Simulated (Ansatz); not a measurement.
A nudged elastic band was laid between two geometries of C2H2F2SSi (8 atoms, charge 0, multiplicity 1).

All numbers below come from RKS BLYP-D4/6-31G* (Ansatz).

```json
{
 "movable images": "5",
 "climbing image": "yes",
 "spring": "5.0 eV/Å²",
 "optimiser": "quadratic models (default)",
 "start path": "IDPP",
 "force threshold": "0.05 eV/Å",
 "iteration limit": "60",
 "end points": "relaxed"
}
```

Image 0:

```xyz
8
Properties=species:S:1:pos:R:3
F 0.433 -1.672 1.710
Si 1.396 -0.440 1.191
F 2.145 -1.167 -0.084
C -0.646 0.039 -0.635
C -0.890 1.335 -0.471
S -1.111 2.868 -0.213
H -1.250 -0.712 -0.117
H 0.014 -0.308 -1.436
```

Image 6:

```xyz
8
Properties=species:S:1:pos:R:3
F 0.393 -1.495 1.820
Si 0.731 -0.530 0.570
F 2.280 -0.740 0.169
C -0.617 -0.211 -0.674
C -0.175 1.031 0.169
S -0.323 2.637 -0.036
H -1.568 -0.641 -0.306
H -0.628 -0.108 -1.768
```

Task: Which bonds break or form, and what moves?

Result: Bonds formed: Si2–C4, Si2–C5. C2H2S + F2Si becomes C2H2F2SSi.

Task: What energy profile does the band end with?

Result: The run converged. The highest image is number 4 of 0 to 6, 10.1 kcal/mol above the first end and 8.9 kcal/mol above the last; the last end lies 1.3 kcal/mol above the first. A vibrational analysis at the climbing image gives one clearly imaginary mode, 216i cm⁻¹: a first-order saddle point.

```
image  path coordinate (Å)  energy (kcal/mol)  Si2–C4 (Å)  Si2–C5 (Å)
    0                 0.00                0.0        2.78        3.34
    1                 0.91               -0.1        2.74        3.34
    2                 1.82                0.4        2.89        3.14
    3                 2.73                3.6        2.97        2.89
    4                 3.64               10.1        2.30        1.95
    5                 4.26                2.9        1.92        1.85
    6                 4.88                1.3        1.86        1.85
```

Task: What is the geometry of the highest image?

Result: 
```xyz
8
Properties=species:S:1:pos:R:3
F 0.376 -1.807 1.437
Si 0.786 -0.316 0.932
F 2.334 -0.391 0.468
C -0.823 -0.109 -0.692
C -0.320 0.994 0.004
S 0.034 2.574 -0.273
H -1.222 -0.988 -0.176
H -1.073 -0.014 -1.756
```

Task: What are the harmonic wavenumbers there?

Result: 216i, 80, 148, 184, 226, 328, 380, 478, 620, 747, 790, 863, 921, 1034, 1396, 1477, 3053, 3135 cm⁻¹.

The band took 33 iterations and about 10 core-minutes.

Run time: 5.2 min on 2 threads of Arm Neoverse V1, on a shared host, peak memory 0.14 GiB.
